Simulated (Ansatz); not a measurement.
Cartesian coordinates in Å:
```
O -1.0472 2.4025 1.1872
C -0.3972 1.4192 0.4003
Ga -0.7875 -0.3759 1.1401
O -0.0445 -1.7472 0.2589
Ge 0.9838 -1.7836 -1.1755
H -0.8528 3.2699 0.8229
H -0.7302 1.4427 -0.6481
H 0.6940 1.5583 0.3834
H -1.6420 -0.7921 2.3728
H 2.2657 -0.9616 -0.9193
H 0.2242 -1.1780 -2.3755
H 1.3339 -3.2544 -1.4473
```

Total charge 0; spin multiplicity 1.

(1) List the ωB97M-V/def2-TZVPP orbital energies in eV (the Gaussian-basis code of Ansatz). (An estimate is asked.)

## Answers

(1) Computed: Occupied: -10866.61, -10153.35, -1362.41, -1256.84, -1210.14, -1210.14, -1210.14, -1111.05, -1110.91, -1110.91, -526.18, -525.37, -282.58, -174.25, -154.25, -123.51, -123.49, -123.48, -106.79, -106.50, -106.45, -36.44, -36.30, -36.29, -36.23, -36.22, -31.39, -29.00, -25.85, -25.77, -25.72, -25.61, -25.40, -21.43, -18.11, -17.03, -15.09, -15.07, -13.47, -12.73, -12.72, -12.01, -11.06, -10.67, -10.56, -9.82. Lowest empty: 0.82, 1.71, 2.00, 2.77, 3.23, 3.51, 3.58, 4.04.
